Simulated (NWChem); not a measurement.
Molecule: CH4BFO; SMILES COBF

```xyz
8

B     -0.6548    -0.7426     0.0000
H     -1.7158    -1.3296     0.0000
F      0.4941    -1.4392     0.0000
O     -0.6543     0.6074     0.0000
C      0.5393     1.3855     0.0000
H      1.4509     0.7540     0.0000
H      0.5452     2.0348    -0.8989
H      0.5452     2.0348     0.8989
```
Atoms are numbered in this order, from 1.

Structure relaxed at the PBE-D3(BJ)/def2-SVP level.

Symmetry labels are those of Cs in the frame above (b1 and b2, or b-type labels, depend on it).

### Question
List the 6 lowest vertical singlet excitations and the 6 lowest triplet ones from PBE/6-31G* (spherical d), TDA (NWChem).

### Answer
```tsv
state	energy (eV)	oscillator strength	symmetry	leading excitation (squared amplitude)
S1	7.86	0.007	a"	HOMO−1 → LUMO (0.95)
S2	8.47	0.028	a"	HOMO−2 → LUMO (0.94)
S3	8.57	0.199	a'	HOMO → LUMO (0.89)
S4	9.63	0.017	a"	HOMO → LUMO+1 (0.96)
S5	9.93	0.009	a'	HOMO−1 → LUMO+1 (0.97)
S6	9.99	0.001	a"	HOMO−3 → LUMO (0.92)
T1	6.82	spin-forbidden	a'	HOMO → LUMO (0.99)
T2	7.41	spin-forbidden	a"	HOMO−1 → LUMO (0.91)
T3	7.74	spin-forbidden	a"	HOMO−2 → LUMO (0.90)
T4	9.23	spin-forbidden	a"	HOMO → LUMO+1 (0.96)
T5	9.49	spin-forbidden	a'	HOMO−4 → LUMO (0.72)
T6	9.55	spin-forbidden	a"	HOMO → LUMO+2 (0.96)
```
